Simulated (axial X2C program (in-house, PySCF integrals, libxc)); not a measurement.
**What spin–orbit coupling does to AgB⁻**

Calculated with an axial X2C code built on PySCF integrals. Spin-free means the one-electron spin-free X2C Hamiltonian; two-component (2c) means X2C with spin–orbit coupling and atomic mean-field two-electron Coulomb and Gaunt terms, so the difference of the two also holds small scalar two-electron terms. Basis: Ag dyall-acv3z [13s13p9d5f3g], B dyall-av3z [8s7p3d2f] (cores contracted in-house); Gaussian nuclei, density fitting, unrestricted open shells. Masses: Ag 106.905 u, B 11.009 u.

Spin-free state: M_S = 1/2, Λ = 1 (beyond evenly filled blocks: π+α); fragments Ag- + B.

```csv
level,Re (Å),ωe (cm⁻¹),De (eV),μ (D)
PBE0,2.102,402.2,1.600,-4.10
PW91,2.063,446.4,1.935,-3.77
```

Dipoles are positive if B is the positive end and refer to the centre of mass.

Question: Within this multiplet, which Ω should lie lowest by the rule for regular and inverted multiplets?

Answer: The open π shell holds one electron, so the multiplet is regular: Ω = Λ − 1/2 = 1/2. The PBE0 2c search agrees, though Ω = 3/2 of the search lies only 0.03 eV higher.

Two-component determinant lowest at the distance of the search:

Ω = 1/2 (⟨Sz⟩ = -0.50, ⟨Lz⟩ = 1.00 at PBE0); fragments Ag- + B.

| level | Re (Å) | ωe (cm⁻¹) | De (eV) | μ (D) |
| --- | --- | --- | --- | --- |
| PBE0 | 2.093 | 406.8 | 1.621 | -4.06 |
| PW91 | 2.056 | 450.9 | 1.960 | -3.74 |

Question: From the two tables, how do the constants change at the PBE0 level (2c against spin-free)?

Answer: At the PBE0 level Re drops by 0.009 Å and ωe rises by 4.6 cm⁻¹; De is not compared, since the atomic limits differ or miss part of their spin–orbit lowering.

The state is one determinant whose occupation by symmetry is held fixed; it was picked as the lowest of a PBE0 search that is not exhaustive. De is counted from the lowest determinant-based energies of the atoms at the same level, without counterpoise correction. Density functionals use the spin component along the axis (collinear). The 2c atoms are single determinants rather than J levels; their spin–orbit lowering is only partly caught, and De is too large by that part. This holds for PBE0, PW91. The functionals have no current-density term, which raises determinants with orbital currents, atoms included. The highest occupied level of some functionals is positive through self-interaction error; at Hartree–Fock it is bound.
